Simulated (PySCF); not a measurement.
A calculation to check before its numbers are used.

A core-ionisation job on C2H3NOSi, SMILES `N#C[SiH2]C=O`. Method: delta-SCF UKS HF, pcX-2 on the ionised atom, pcseg-1 elsewhere, spin-free X2C in PySCF.

Driver input (Å, PBE0-D3(BJ)/def2-SVP geometry):

```
{"job": {"kind": "xps", "xc": "HF"}, "charge": 0, "multiplicity": 1}
N      2.3756     1.1783    -1.1355
C      1.6006     0.4641    -0.6511
Si     0.2958    -0.6084     0.1206
C     -1.3454     0.4055     0.2554
O     -2.2990    -0.1167     0.7706
H      0.0788    -1.7929    -0.7509
H      0.7490    -1.0043     1.4794
H     -1.4008     1.4552    -0.1410
```

Output:

```
ground state, core basis on atom 0 (N), 120 functions
  cycle   1  E = -496.13255699  |g| = 8.08e-01
  cycle   2  E = -496.20457246  |g| = 7.50e-01
  cycle   3  E = -496.31446475  |g| = 7.48e-02
  cycle   4  E = -496.31723526  |g| = 3.46e-02
  cycle   5  E = -496.31770953  |g| = 1.59e-02
  cycle   6  E = -496.31779842  |g| = 6.71e-03
  cycle   7  E = -496.31782654  |g| = 2.43e-03
  cycle   8  E = -496.31782974  |g| = 6.54e-04
  cycle   9  E = -496.31783004  |g| = 1.60e-04
  E(ground) = -496.31783004 Eh
hole in N 1s of atom 0
  cycle   1  E = -480.70379035  |g| = 1.82e+00
  cycle   2  E = -480.95117351  |g| = 1.24e+00
  cycle   3  E = -481.38234499  |g| = 2.24e-01
  cycle   4  E = -481.40162355  |g| = 5.74e-02
  cycle   5  E = -481.40390881  |g| = 2.88e-02
  ... (2 cycles left out)
  cycle   8  E = -481.41078120  |g| = 1.34e-02
  cycle   9  E = -481.41143962  |g| = 3.43e-03
  cycle  10  E = -481.41144544  |g| = 1.46e-03
  cycle  11  E = -481.41144891  |g| = 5.88e-04
  cycle  12  E = -481.41144932  |g| = 2.43e-04
  E(ion) = -481.41144932 Eh   <S^2> = 1.0297   hole on atom = 1.000   binding energy = 405.623 eV
ground state, core basis on atom 1 (C), 120 functions
  cycle   1  E = -496.31064753  |g| = 3.36e-02
  cycle   2  E = -496.31073675  |g| = 2.01e-02
  cycle   3  E = -496.31081452  |g| = 6.37e-03
  cycle   4  E = -496.31082327  |g| = 3.49e-04
  E(ground) = -496.31082327 Eh
hole in C 1s of atom 1
  cycle   1  E = -485.02971264  |g| = 1.48e+00
  cycle   2  E = -485.23439675  |g| = 9.71e-01
  cycle   3  E = -485.52475534  |g| = 3.05e-01
  cycle   4  E = -485.56060221  |g| = 5.65e-02
  cycle   5  E = -485.56314177  |g| = 2.87e-02
  ... (4 cycles left out)
  cycle  10  E = -485.57957366  |g| = 1.33e-02
  cycle  11  E = -485.58080634  |g| = 3.20e-03
  cycle  12  E = -485.58081165  |g| = 2.25e-03
  cycle  13  E = -485.58083276  |g| = 3.82e-04
  cycle  14  E = -485.58083340  |g| = 2.68e-04
  E(ion) = -485.58083340 Eh   <S^2> = 1.3315   hole on atom = 1.000   binding energy = 291.978 eV
ground state, core basis on atom 2 (Si), 131 functions
  cycle   1  E = -496.37281987  |g| = 7.33e-02
  cycle   2  E = -496.37303424  |g| = 7.84e-03
  cycle   3  E = -496.37304618  |g| = 3.55e-03
  cycle   4  E = -496.37304895  |g| = 1.44e-03
  cycle   5  E = -496.37304952  |g| = 3.65e-04
  E(ground) = -496.37304952 Eh
hole in Si 1s of atom 2
  cycle   1  E = -427.36513318  |g| = 4.32e+00
  cycle   2  E = -428.29285690  |g| = 1.02e+00
  cycle   3  E = -428.39679725  |g| = 1.92e-01
  cycle   4  E = -428.40609768  |g| = 1.14e-01
  cycle   5  E = -428.41160752  |g| = 9.39e-03
  ... (12 cycles left out)
  cycle  18  E = -428.41180840  |g| = 7.87e-04
  cycle  19  E = -428.41180377  |g| = 7.57e-04
  cycle  20  E = -428.41179863  |g| = 6.73e-04
  cycle  21  E = -428.41179278  |g| = 5.14e-04
  cycle  22  E = -428.41179027  |g| = 4.00e-04
  E(ion) = -428.41179027 Eh   <S^2> = 0.7764   hole on atom = 1.000   binding energy = 1849.320 eV
hole in Si 2p of atom 2
  cycle   1  E = -492.07655069  |g| = 1.20e+00
  cycle   2  E = -492.34640840  |g| = 4.34e-01
  cycle   3  E = -492.38527350  |g| = 1.29e-01
  cycle   4  E = -492.39166220  |g| = 3.74e-02
  cycle   5  E = -492.39238514  |g| = 7.63e-03
  ... (12 cycles left out)
  cycle  18  E = -492.39292625  |g| = 1.00e-03
  cycle  19  E = -492.39292221  |g| = 9.58e-04
  cycle  20  E = -492.39291824  |g| = 8.13e-04
  cycle  21  E = -492.39289097  |g| = 6.88e-04
  cycle  22  E = -492.39289106  |g| = 4.71e-04
  E(ion) = -492.39289106 Eh   <S^2> = 0.8234   hole on atom = 1.002   binding energy = 108.306 eV
  2p3/2 = 108.089 eV   2p1/2 = 108.683 eV
ground state, core basis on atom 3 (C), 120 functions
  cycle   1  E = -496.31127481  |g| = 3.33e-02
  cycle   2  E = -496.31143793  |g| = 8.93e-03
  cycle   3  E = -496.31145015  |g| = 5.72e-03
  cycle   4  E = -496.31145690  |g| = 8.61e-04
  cycle   5  E = -496.31145724  |g| = 3.67e-04
  E(ground) = -496.31145724 Eh
hole in C 1s of atom 3
  cycle   1  E = -484.95234565  |g| = 1.48e+00
  cycle   2  E = -485.22528101  |g| = 9.23e-01
  cycle   3  E = -485.47595143  |g| = 2.41e-01
  cycle   4  E = -485.49722647  |g| = 6.92e-02
  cycle   5  E = -485.50016150  |g| = 3.04e-02
  ... (40 cycles left out)
  cycle  46  E = -485.49219273  |g| = 5.03e-03
  cycle  47  E = -485.49197879  |g| = 5.08e-03
  cycle  48  E = -485.49274715  |g| = 6.68e-03
  cycle  49  E = -485.49246099  |g| = 5.71e-03
  cycle  50  E = -485.49233196  |g| = 5.39e-03
hole again with damping 0.5
  cycle   1  E = -484.95234565  |g| = 1.48e+00
  cycle   2  E = -485.22528101  |g| = 9.23e-01
  cycle   3  E = -485.49183555  |g| = 1.16e-01
  cycle   4  E = -485.49680512  |g| = 5.51e-02
  cycle   5  E = -485.49842106  |g| = 3.83e-02
  ... (70 cycles left out)
  cycle  76  E = -485.49188936  |g| = 4.93e-03
  cycle  77  E = -485.49172947  |g| = 5.23e-03
  cycle  78  E = -485.49208915  |g| = 4.83e-03
  cycle  79  E = -485.49209373  |g| = 4.82e-03
  cycle  80  E = -485.49213401  |g| = 4.85e-03
hole again, all orbitals by overlap
  cycle   1  E = -484.95234565  |g| = 1.48e+00
  cycle   2  E = -485.22528101  |g| = 9.23e-01
  cycle   3  E = -485.49183555  |g| = 1.16e-01
  cycle   4  E = -485.49680512  |g| = 5.51e-02
  cycle   5  E = -485.49842106  |g| = 3.83e-02
  ... (70 cycles left out)
  cycle  76  E = -485.49188936  |g| = 4.93e-03
  cycle  77  E = -485.49172947  |g| = 5.23e-03
  cycle  78  E = -485.49208915  |g| = 4.83e-03
  cycle  79  E = -485.49209373  |g| = 4.82e-03
  cycle  80  E = -485.49213401  |g| = 4.85e-03
  E(ion) = -485.49213401 Eh   <S^2> = 0.9061   hole on atom = 1.000   binding energy = 294.409 eV
ground state, core basis on atom 4 (O), 120 functions
  cycle   1  E = -496.33437958  |g| = 3.61e-02
  cycle   2  E = -496.33447279  |g| = 1.53e-02
  cycle   3  E = -496.33450548  |g| = 6.69e-03
  cycle   4  E = -496.33451351  |g| = 5.88e-04
  cycle   5  E = -496.33451371  |g| = 3.60e-04
  E(ground) = -496.33451371 Eh
hole in O 1s of atom 4
  cycle   1  E = -475.72095063  |g| = 2.19e+00
  cycle   2  E = -476.22689343  |g| = 1.22e+00
  cycle   3  E = -476.54678683  |g| = 1.18e-01
  cycle   4  E = -476.55223639  |g| = 3.25e-02
  cycle   5  E = -476.55299842  |g| = 1.70e-02
  cycle   6  E = -476.55333226  |g| = 1.00e-02
  cycle   7  E = -476.55341575  |g| = 3.92e-03
  cycle   8  E = -476.55344359  |g| = 1.86e-03
  cycle   9  E = -476.55345176  |g| = 5.16e-04
  cycle  10  E = -476.55345237  |g| = 1.30e-04
  E(ion) = -476.55345237 Eh   <S^2> = 0.7762   hole on atom = 1.000   binding energy = 538.270 eV
```

The program numbers atoms from 0. The 2p3/2 and 2p1/2 values come from a spin–orbit splitting computed afterwards; their 2:1 mean is the average over the three 2p orbitals and can differ from the one hole solved.

Task: Which binding energies of this run can't be used, and why?

Result: 1 of 6 holes failed. The driver asks that ground and ion SCF both reach |g| < 5e-4 and that the core orbital is emptied to over 0.9. Failed: C1s on atom 3 (core orbital emptied to 1.000, ⟨S²⟩ = 0.906, so the hole stayed but an SCF missed its threshold). Passed: N1s on atom 0, C1s on atom 1, Si1s on atom 2, Si2p on atom 2, O1s on atom 4.

Task: How can it be mended?

Result: Discard what failed. Damping and filling all orbitals by overlap were tried in this run and didn't help; a first stage with the core hole frozen, a second-order or squared-gradient solver, or a restricted open-shell scheme is left to try.
